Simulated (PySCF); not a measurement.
B3LYP has the VWN-RPA correlation part, as in Gaussian. 

**[Zr(Cl)3(F)] (charge 0, multiplicity 1)**

The numbers are results of B3LYP-D3(BJ)/def2-TZVP // r2SCAN-D4/def2-SVP in PySCF, not measurements.

```
Property                                                Result
-------------------------------------  -----------------------
HOMO                                                  -9.43 eV
dipole moment                                           0.09 D
LUMO                                                  -2.76 eV
HOMO–LUMO gap                                          6.67 eV
charge on the central atom (Mulliken)                   1.46 e
total energy                                     -1527.9915 Ha
cost                                   roughly 90 core-seconds
```

Bonds (Å): Zr1–Cl2 2.335, Zr1–Cl3 2.335, Zr1–Cl4 2.335, Zr1–F5 1.886. Angles (°): Cl2–Zr1–Cl3 110.0, Cl2–Zr1–Cl4 110.0, Cl2–Zr1–F5 108.9, Cl3–Zr1–Cl4 110.0, Cl3–Zr1–F5 108.9, Cl4–Zr1–F5 108.9.
Charge 0, spin multiplicity 1.
